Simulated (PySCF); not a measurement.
## Working out the ionisation energy of Kr

Kr [Kr] (1S) → Kr⁺ [Ar] 3d10 4s2 4p5 (2P). All numbers are calculated (PySCF 2.14, the spin-free X2C one-electron Hamiltonian (Gaussian nucleus), in jorge-DZP-DKH (8s6p2d1f, 43 functions)). Frozen: [Ar] 3d10. Energies in hartree (1 hartree = 27.21139 eV):

| part | Kr (lower) | Kr⁺ (upper) |
| --- | --- | --- |
| UHF | -2788.012860 | -2787.527286 |
| CCSD correlation | -0.057352 | -0.049040 |
| (T) | -0.000504 | -0.000404 |

Question: What does Hartree-Fock give?

Answer: (-2787.527286) − (-2788.012860) = 0.485574 hartree = 13.213 eV.

Question: What do CCSD and CCSD(T) give?

Answer: The CCSD correlation energies differ by 0.008312 hartree = 0.226 eV and the triples by 0.000100 hartree = 0.003 eV, so CCSD gives 13.439 eV and CCSD(T) 13.442 eV.

Measured between the centres of the two terms (NIST): 14.222 eV, so CCSD(T) (valence) is off by -0.780 eV.

A double-zeta basis recovers only part of the correlation energy.

What remains against the reference includes basis incompleteness, the frozen core and higher excitations.
